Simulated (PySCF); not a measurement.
## Spinor energies of I³⁶⁺ (iodine, charge +36)

Start: [Ne] 3s2 3p5; 3p1/2 filled at m_j = -1/2, +1/2; 3p3/2 filled at m_j = -1/2, +1/2, +3/2. Calculated with PySCF 2.14 in an even-tempered Gaussian basis (19 s from 7 bohr⁻², ratio 2.4; 14 p from 9 bohr⁻², ratio 2.4; 5 d from 35 bohr⁻², ratio 2.6; 4 f from 53 bohr⁻², ratio 2.6): generalised Hartree-Fock with the X2C-1e Hamiltonian and a Gaussian nucleus; one run each with spin-orbit coupling (SO) switched off, then screened by Boettger's factors.

```
spinor shell  electrons  ε, spin-free (eV)  ε, screened SO (eV)  weight of nominal j (screened SO)  rms radius, screened SO (bohr)
       1s1/2          2           -35347.9             -35343.5                              1.000                          0.0311
       2s1/2          2            -7193.0              -7191.3                              1.000                           0.125
       2p1/2          2            -6660.1              -6873.1                              1.000                           0.108
       3s1/2          2            -2711.3              -2710.7                              1.000                           0.305
       3p1/2          2            -2537.7              -2587.5                              0.997                           0.293
       3p3/2          3            -2537.7              -2514.8                              0.998                           0.302
```

(1) Where does 2p3/2 lie, and what is the 2p spin-orbit splitting (screened SO)?

| quantity | spin-free | screened SO |
| --- | --- | --- |
| E (hartree) | -6071.10878 | -6074.07612 |
| M_J | 3/2 | 3/2 |
| ⟨J²⟩ | 3.751 | 3.751 |
| ⟨L²⟩ | 2.000 | 2.011 |
| ⟨S²⟩ | 0.750 | 0.761 |

Each row is a mean over spinors that exchange with the open shell spreads, by up to 18.739 eV (3s1/2).

Breit and QED terms are absent; they matter most for the inner s and p1/2 levels.

Densities and radii are taken from the X2C orbitals without a picture-change correction, which distorts them close to the nucleus.

Without spin-orbit coupling the j labels of p, d and f shells carry no meaning; the spin-free column gives the mean over the occupied spinors of each nl shell.

Results:

(1) At -6563.0 eV, 310.07 eV above 2p1/2.
